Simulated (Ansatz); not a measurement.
BrH3Ti (SMILES [TiH3][Br]) moved off its minimum; all values from Ansatz (an electronic-structure program), cores frozen in correlated methods.
(charge 0, multiplicity 1)
```xyz
5

Ti     1.16779    -0.02234     0.48638
Br    -0.93381    -0.01703    -0.49130
H      2.36251     0.76814    -0.35792
H      1.14945     0.55814     2.00201
H      1.89487    -1.62440     0.68235
```

Forces at r2SCAN/def2-TZVPP (eV/Å):

```json
[
 {"atom": "Ti1", "Fx": "0.731", "Fy": "-1.269", "Fz": "-0.211"},
 {"atom": "Br2", "Fx": "-0.230", "Fy": "0.014", "Fz": "-0.131"},
 {"atom": "H3", "Fx": "0.125", "Fy": "0.303", "Fz": "-0.322"},
 {"atom": "H4", "Fx": "-0.172", "Fy": "0.402", "Fz": "0.810"},
 {"atom": "H5", "Fx": "-0.454", "Fy": "0.549", "Fz": "-0.145"}
]
```

**Question.** Give the forces (eV/Å), the total energy and the dipole at CCSD(T)/def2-TZVPPD.

**Answer.** 
| atom | Fx | Fy | Fz |
|---|---|---|---|
| Ti1 | 0.656 | -1.344 | -0.301 |
| Br2 | -0.548 | 0.018 | -0.274 |
| H3 | 0.327 | 0.386 | -0.362 |
| H4 | -0.091 | 0.473 | 1.033 |
| H5 | -0.343 | 0.467 | -0.096 |
Energy -3422.9198 hartree, dipole 0.40 D.
